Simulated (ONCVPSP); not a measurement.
## Pseudopotentials across the periodic table

Generated with ld1.x 7.5 (TM, RRKJ, ultrasoft, PAW), atompaw 4.2 or ONCVPSP 4.0.1. The cutoff is in Ry: for ld1.x and atompaw files where the sum of valence levels is converged to 10 mRy in a Bessel basis, for ONCV files where the hardest occupied wave has 1 mHa per electron of residual kinetic energy. The error is the largest all-electron minus pseudo excitation energy over each file’s own four to seven test configurations (ionisations up to +4, promotions, holes and added fractions of an electron), all of which were solved. The labels leave out finer settings (local radius, basis sizes, second energies), which also bear on the numbers. Spin-polarised tests are not counted. The rows are a selection from randomly drawn settings: files with unsolved tests, undetermined cutoffs or missed reference levels are left out.

A true bound ghost makes a file unfit for plane-wave use even where its test errors are small: the radial tests pick states by their node count and pass the ghost by.

```csv
element,potential,cutoff (Ry),largest error (meV),bound ghosts
Sc,"ONCV, PBE, scalar-relativistic, rc 1.60/1.05/2.85 (spd), local smoothed, core correction no, reference 3s2 3p6 3d1 4s1.5, qcut 7.2/9.2/6.3, projectors 2/2/2",65,-11,none
Cu,"ONCV, LDA (Perdew-Wang 92), fully relativistic, rc 0.70/1.20/0.75 (spd), local smoothed, core correction yes, reference 3s2 3p6 3d10 4p1, qcut 9.2/13.6/13.9, projectors 2/2/2",802,-10,none
Se,"ONCV, PBEsol, scalar-relativistic, rc 0.95/0.98/1.00 (spd), local smoothed, core correction yes, reference 3s2 3p6 3d10 4s2 4p3, qcut 14.2/17.5/12.7, projectors 2/2/2",223,+288,none
Rb,"ONCV, LDA (Perdew-Wang 92), scalar-relativistic, rc 1.90/1.60/1.60 (spd), local d, core correction yes, reference 4s2 4p6 5s1, qcut 4.8/4.4/5.7, projectors 2/2/0",21,-71,none
Sn,"ONCV, PBE, fully relativistic, rc 1.55/2.85/3.00 (spd), local smoothed, core correction yes, reference 5s2 5p2, qcut 3.5/2.6/3, projectors 2/2/3",113,+43,"s, d3/2"
Te,"ONCV, LDA (Perdew-Zunger), scalar-relativistic, rc 1.00/1.15/1.35 (spd), local smoothed, core correction yes, reference 4s2 4p6 4d10 5s1 5p5, qcut 10.8/13/14, projectors 2/2/2",111,-12,none
W,"ONCV, PBE, fully relativistic, rc 1.70/1.30/1.80 (spd), local smoothed, core correction yes, reference 5s2 5p6 5d5 6s1, qcut 6.7/5.8/4.9, projectors 2/2/3",205,+4.5,none
```

Problem. Fill in the row for Rb: ONCV, PBEsol, scalar-relativistic, rc 2.45/1.70/1.90 (spd), local smoothed, core correction yes, reference 4s2 4p6 5s1, qcut 4.9/5.4/6, projectors 3/1/2.

Solution. cutoff 25 Ry, largest error -168 meV, bound ghosts: none.

Problem. Fill in the row for B: ONCV, PBE, non-relativistic, rc 1.45/1.40 (sp), local smoothed, core correction yes, reference 2s1, qcut 4.6/5.9, projectors 2/1.

Solution. cutoff 36 Ry, largest error -38 meV, bound ghosts: none.
